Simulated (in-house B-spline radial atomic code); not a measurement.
Settings and results of a run for Ag⁵⁺. Method: scalar-relativistic (X2C) BLYP, spin-polarised, spherical fractional occupations, Fermi nucleus of rms radius 4.5454 fm. Calculated with a radial B-spline atomic code at the basis-set limit.

Command:
```bash
python run_scf.py task.json out
```
Settings (nuclear radius in fm, mass in u):
```
Z                47
configuration    [Kr] 4d6
hamiltonian      x2c
method           b88,lyp
spin_polarised   True
nucleus          fermi
rms_radius       4.5454
atomic_mass      106.90509
speed_of_light   137.035999084
```

Output (hartree, bohr):
```
 radial grid: 67 intervals, B-splines of order 8, outer radius 18.2456 bohr

 iter        energy (Eh)    residual
    1       -5295.704555    7.93e-01
    2       -5303.844821    4.50e-01
    3       -5308.698193    1.10e-01
    4       -5308.945893    2.45e-02
    5       -5308.954829    1.38e-02
    6       -5308.958411    3.10e-03
    7       -5308.958511    2.05e-04
    8       -5308.958512    5.72e-06
    9       -5308.958512    5.39e-07
   10       -5308.958512    3.85e-08

 total energy                     -5308.95851
 kinetic                            5557.1396
 electron-nucleus                 -12757.9598
 Hartree                            2040.2403
 exchange-correlation               -148.3787

 orbital      occ     eigenvalue          <r>       <r^2>       <1/r>       r_max
 1s up      1.000      -932.2960     0.030561  0.00127315     51.4398      0.0195
 1s down    1.000      -932.2960     0.030561  0.00127315     51.4398      0.0195
 2s up      1.000      -139.7694     0.134471   0.0213802     11.6089      0.1139
 2s down    1.000      -139.7343     0.134459   0.0213767     11.6103      0.1139
 2p up      3.000      -125.7355     0.117422   0.0168523     10.8914     0.09086
 2p down    3.000      -125.7087     0.117406    0.016848     10.8927     0.09085
 3s up      1.000       -27.9532     0.368355    0.155372     4.02548      0.3327
 3s down    1.000       -27.9355      0.36829    0.155282     4.02504      0.3328
 3p up      3.000       -23.3399     0.367323    0.156817     3.77489      0.3257
 3p down    3.000       -23.3197     0.367219    0.156678     3.77466      0.3258
 3d up      5.000       -16.0422     0.345567    0.142314     3.53382      0.2734
 3d down    5.000       -16.0109     0.345455    0.142142     3.53364      0.2736
 4s up      1.000        -6.2901     0.894973    0.904507     1.55821      0.8181
 4s down    1.000        -6.1540     0.893525    0.902418     1.56345      0.8158
 4p up      3.000        -4.9156     0.965556     1.06091     1.40742      0.8671
 4p down    3.000        -4.7768     0.965545     1.06244     1.40997      0.8648
 4d up      5.000        -2.8858      1.15447      1.5484     1.14084       0.981
 4d down    1.000        -2.7527      1.16606     1.58589     1.13332      0.9807
```

Time taken, with all properties: 0.28 s on 1 thread of Arm Neoverse V1, on a shared host.

One-electron X2C: radii and densities carry no picture-change correction, so inner-shell <1/r> comes out high (for 1s by about 2 % at Z = 33, 5 % at 54, 10 % at 75, 30 % at 118) and <r> low.
